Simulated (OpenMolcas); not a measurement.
# Lines of Ge I: computed and rescaled rates

```yaml
Program: OpenMolcas 26.06
Method: "SS-CASPT2, IPEA 0.25 Eh, imaginary shift 0.1 Eh (closed shells correlated: 3d)"
Basis: ANO-RCC-VTZP [6s5p3d1f]
Scalar_Hamiltonian: DKH2, point nucleus
Active_space: 4 electrons in 4 orbitals (4s 4p)
State_averaging: 2S+1 = 3 even, 3 roots; 2S+1 = 1 even, 6 roots; 2S+1 = 5 odd, 1 root; 2S+1 = 3 odd, 5 roots
Spin-orbit_coupling: RASSI with atomic mean-field integrals over the reference wave functions, term energies averaged over their components
```

Rates come from the transition moments of the reference wave functions (E1 and E2 in the length form). At fixed line strength A goes as λ^-3 for E1 and M1 and as λ^-5 for E2, so a rate at the computed wavelength can be rescaled to the measured one. Measured vacuum wavelengths follow from level energies in NIST Handbook of Basic Atomic Spectroscopic Data. Branching counts decays inside the model space alone, at computed energies, and the table is only a selection of the E2 and M1 lines, drawn from those between levels with measured partners whose computed energy lies within a factor of 1.5 of the measured one.

| Upper | Lower | Type | λ computed (nm) | λ measured (nm) | A computed (s-1) | A rescaled (s-1) | Branching % |
| --- | --- | --- | --- | --- | --- | --- | --- |
| 4s2 4p2 3P1 | 4s2 4p2 3P0 | M1 | 20380 | 17950 | 2.12e-03 | 3.10e-03 | 100.0 |
| 4s2 4p2 3P2 | 4s2 4p2 3P1 | M1 | 12920 | 11730 | 6.24e-03 | 8.34e-03 | 100.0 |
| 4s2 4p2 1D2 | 4s2 4p2 3P2 | M1 | 1433 | 1750 | 9.54e-02 |  | 67.6 |
| 4s2 4p2 1D2 | 4s2 4p2 3P2 | E2 | 1433 | 1750 | 1.38e-03 |  | 1.0 |
| 4s2 4p2 1D2 | 4s2 4p2 3P1 | M1 | 1290 | 1522 | 4.39e-02 |  | 31.1 |
| 4s2 4p2 1S0 | 4s2 4p2 1D2 | E2 | 1055 | 1082 | 1.24e+00 | 1.09e+00 | 48.9 |
| 4s2 4p2 1S0 | 4s2 4p2 3P2 | E2 | 607.6 | 668.6 | 5.23e-02 |  | 2.1 |
| 4s2 4p2 1S0 | 4s2 4p2 3P1 | M1 | 580.3 | 632.5 | 1.24e+00 |  | 49.0 |

Spin-changing lines and M1 lines between different terms are not rescaled, since their strength hangs on the term gaps too.

The largest correction is for 4s2 4p2 3P1 → 4s2 4p2 3P0 (M1): 2.12e-03 × (20380 / 17950)^3 = 3.10e-03 s-1, a factor of 1.46.

No measured rate stands beside these. Rescaling mends the energy factor alone: line strengths can still be far off where a level mixes with configurations outside the active space, and weak or spin-changing lines hang on small mixing coefficients that depend on the term gaps too, so rescaling need not improve them.

Over all roots computed the reference weight is 0.90 to 0.96; the roots of lowest weight are the least certain, and an intruder state may touch them. Some terms miss by over 15 % even with CASPT2, which points to a basis or an active space too small for the shells correlated. Measured partners are found by configuration, term and J. A level has none where our copy of the source lacks it or the pairing is in doubt (some pairs that miss far off the trend of their configuration count as doubtful). Only configurations of the active space appear.
